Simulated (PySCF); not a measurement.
A species of formula C4H11NOSi2 has this rotational fingerprint, computed with PySCF, PBE0-D3(BJ)/def2-SVP geometry optimisation, gas phase:

```
Rotational constants : A = 1793, B = 1352, C = 969.9 MHz
Dipole components    : |μa| = 0.76 D, |μb| = 0.83 D, |μc| = 0.97 D
Inertial defect      : -134.54 u·Å²
κ                    : -0.07
```

**Question.** Which candidate fits, each taken in the one conformer that was computed?
A. `[CH3:1][C@@H:2]1[SiH2:3][C@@H:4]([CH:5]=[O:6])[Si@H:7]1[NH2:8]` with Si3–C4–C5–O6 60°, C4–Si7–N8–H -154° and 57°, C1–C2–Si3–C4 -145°, C2–Si3–C4–C5 -92°, Si3–C4–Si7–N8 -143°, C1–C2–Si7–C4 145°
B. `[CH3:1][C:2](=[O:3])[NH:4][CH:5]1[SiH2:6][CH2:7][SiH2:8]1` with C1–C2–N4–C5 -179°, C2–N4–C5–Si6 19°, N4–C5–Si6–C7 155°, C5–Si6–C7–Si8 -24°, Si6–C7–Si8–C5 25°, N4–C5–Si8–C7 -147°
C. `[CH3:1][C:2](=[O:3])[NH:4][SiH:5]1[CH2:6][SiH2:7][CH2:8]1` with C1–C2–N4–Si5 180°, C2–N4–Si5–C6 168°, N4–Si5–C6–Si7 -95°, Si5–C6–Si7–C8 -17°, C6–Si7–C8–Si5 17°, N4–Si5–C8–Si7 90°
D. `[CH3:1][C:2](=[O:3])[Si@@H:4]1[CH2:5][CH2:6][SiH2:7][NH:8]1` with C1–C2–Si4–C5 95°, C2–Si4–C5–C6 -147°, Si4–C5–C6–Si7 35°, C5–C6–Si7–N8 -29°, C6–Si7–N8–Si4 10°
E. `[CH3:1][C@@H:2]([C:3]#[N:4])[O:5][SiH2:6][CH2:7][SiH3:8]` with C1–C2–O5–Si6 104°, C2–O5–Si6–C7 156°, O5–Si6–C7–Si8 -39°
F. `[CH3:1]/[N:2]=[CH:3]/[Si@H:4]1[CH2:5][CH2:6][SiH2:7][O:8]1` with N2–C3–Si4–C5 90°, C3–Si4–C5–C6 144°, Si4–C5–C6–Si7 -34°, C5–C6–Si7–O8 28°, C6–Si7–O8–Si4 -10°

**Answer.** A. It is C[C@@H]1[SiH2][C@@H](C=O)[Si@H]1N, an asymmetric top, point group C1. The candidates at the same level (rigid rotor, commonest isotopes):

```tsv
SMILES	A (MHz)	B (MHz)	C (MHz)	μa (D)	μb (D)	μc (D)	Δ (u·Å²)	point group	rotor
CC(=O)[Si@@H]1CC[SiH2]N1	2730	884.3	773.4	1.81	1.65	0.35	-103.14	C1	asymmetric top
CC(=O)NC1[SiH2]C[SiH2]1	2989	931.8	753.3	1.29	3.13	0.64	-40.61	C1	asymmetric top
C[C@@H]1[SiH2][C@@H](C=O)[Si@H]1N	1793	1352	969.9	0.76	0.83	0.97	-134.54	C1	asymmetric top
C/N=C/[Si@H]1CC[SiH2]O1	3747	688.7	631.1	0.29	1.07	1.38	-67.90	C1	near-prolate asymmetric top
C[C@@H](C#N)O[SiH2]C[SiH3]	1918	862.0	634.7	1.02	4.20	0.18	-53.52	C1	asymmetric top
CC(=O)N[SiH]1C[SiH2]C1	2998	801.9	781.2	0.26	3.03	0.37	-151.87	C1	near-prolate asymmetric top
```

`CC(=O)N[SiH]1C[SiH2]C1` has A 67 % too high; `CC(=O)[Si@@H]1CC[SiH2]N1` has A 52 % too high; `C/N=C/[Si@H]1CC[SiH2]O1` has A 109 % too high; `CC(=O)NC1[SiH2]C[SiH2]1` has A 67 % too high; `C[C@@H](C#N)O[SiH2]C[SiH3]` has B 36 % too low. No structure here is proved a minimum.
